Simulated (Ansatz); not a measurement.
Molecule: C$_{2}$H$_{9}$O$_{2}$Si (charge +1, singlet). It need not be the lowest isomer of its formula. 
Coordinates optimised at B3LYP-D3(BJ)/def2-TZVP (Ansatz, a first-principles code):
```
Si
O 1 1.6123
H 2 0.9617 1 125.62
C 1 1.8294 2 110.98 3 -156.56
H 4 1.0908 1 111.79 2 -166.57
H 4 1.0919 5 109.18 1 -124.04
H 4 1.0929 5 108.04 6 -116.09
C 1 1.8371 2 117.63 3 -10.91
H 8 1.0918 1 111.47 2 169.80
H 8 1.0923 9 108.86 1 125.06
H 8 1.0932 9 107.33 10 115.72
O 1 1.8894 2 102.42 3 97.24
H 12 0.9706 1 121.70 2 -89.25
H 12 0.9717 13 109.79 1 -147.82
```
Charge +1, spin multiplicity 1.

Basis-set convergence of Hartree-Fock and CCSD correlation energies (hartree) with Ansatz. Cores are frozen in the correlated levels unless marked. No spin-orbit coupling. No relativistic terms.

```json
[
 {"basis": "cc-pV(D+d)Z", "functions": "124", "E(HF)": "-519.52052", "E(corr, CCSD)": "-0.81649"},
 {"basis": "cc-pV(T+d)Z", "functions": "285", "E(HF)": "-519.62024", "E(corr, CCSD)": "-1.00023"},
 {"basis": "cc-pV(Q+d)Z", "functions": "554", "E(HF)": "-519.64160", "E(corr, CCSD)": "-1.06003"}
]
```

Extrapolating the two largest sets (X = 3 and 4) as X^-3: E(corr) = (64·(-1.06003) - 27·(-1.00023))/37 = -1.1037 Eh, an estimate of the basis-set limit. The largest set recovers 96.0 % of it, the smallest 74.0 %.
